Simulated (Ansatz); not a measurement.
Geometry optimisation, RKS PBE0/def2-SVP (Ansatz).

The input (input.yaml):

```yaml
crystal:
  periodic: [false, false, false]
  atoms:
    - { symbol: Ta, position_ang: [-0.540982, -0.353077, 0.177481] }
    - { symbol: "N", position_ang: [2.777638, 0.039908, 0.186983] }
    - { symbol: H, position_ang: [3.401371, 0.337639, 0.93424] }
    - { symbol: H, position_ang: [3.270038, 0.144058, -0.698288] }
    - { symbol: F, position_ang: [-0.562713, -0.372898, 2.055462] }
    - { symbol: F, position_ang: [-0.14938, -0.644882, -1.635993] }
    - { symbol: F, position_ang: [-0.324722, 1.491511, 0.0774] }
    - { symbol: F, position_ang: [-2.216559, -1.134792, 0.045802] }
    - { symbol: H, position_ang: [0.793092, -1.517117, 0.414101] }
    - { symbol: H, position_ang: [2.580818, -0.97065, 0.318113] }
basis:
  gaussian: { orbitals: def2-SVP }
hamiltonian:
  xc: pbe0
relax:
  f_tol: 0.03
  max_steps: 50
```

Launched with:

```bash
$ ansatz run input.yaml --threads 4 --pin off --max-ram 5120MiB --backend cpu --events-out ev --progress --plain --runs-dir out
```

Task: Where does it end, and by what steps?

Result: The run converged. After 10 steps the energy has fallen by 0.941 eV; H3 moved furthest, 0.94 Å. Joined: Ta1–N2 (3.34 → 2.34 Å).

```csv
step,energy less start (eV),largest force component (eV/Å),accepted
0,0.0000,0.854,yes
1,-0.1376,1.523,yes
2,-0.3007,1.780,yes
3,-0.5740,1.771,yes
4,-0.8392,0.981,yes
5,-0.8697,1.156,yes
6,-0.8274,1.558,no
7,-0.9311,0.159,yes
8,-0.9348,0.335,yes
9,-0.9409,0.060,yes
10,-0.9411,0.019,yes
```

```xyz
10
Properties=species:S:1:pos:R:3
Ta -0.110 -0.389 0.152
N 2.217 -0.124 0.228
H 2.472 0.494 1.000
H 2.542 0.326 -0.629
F 0.010 -0.288 2.033
F 0.181 -0.666 -1.692
F 0.258 1.474 -0.019
F -1.925 -0.832 0.113
H 0.650 -1.979 0.349
H 2.734 -0.996 0.340
```

Run time: 24 s on 4 threads of Arm Neoverse V2, on a shared host, peak memory 0.29 GiB.
